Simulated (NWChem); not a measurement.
**Atomisation of NSi**

```
Si
N 1 1.5789
```
Charge 0, spin multiplicity 2.

The numbers come from NWChem runs, not from measurements. All single points use one geometry, from UB3LYP/def2-SVP, a minimum by its harmonic frequencies.

Basis set: def2-TZVP. The atomisation energy is electronic alone: no zero-point, thermal, spin-orbit or counterpoise terms. No value is extrapolated to the basis-set limit. Free atoms are single determinants with multiplicities Si 3, N 4.

B3LYP has NWChem's definition, with VWN1-RPA local correlation. The structure started from a generated list of species. The unpaired electrons of the parent sit in orbitals of symmetry a1 (C2v labels of the run); other states weren't searched. No SCF solution was tested for a lower state.

Problem. For the atomisation energy, BLYP gives 118.5 kcal/mol and B3LYP gives 107.8 kcal/mol. What do PBE0, PBE, r2SCAN give?

Solution. PBE0: 102.6 kcal/mol; PBE: 118.9 kcal/mol; r2SCAN: 105.5 kcal/mol.
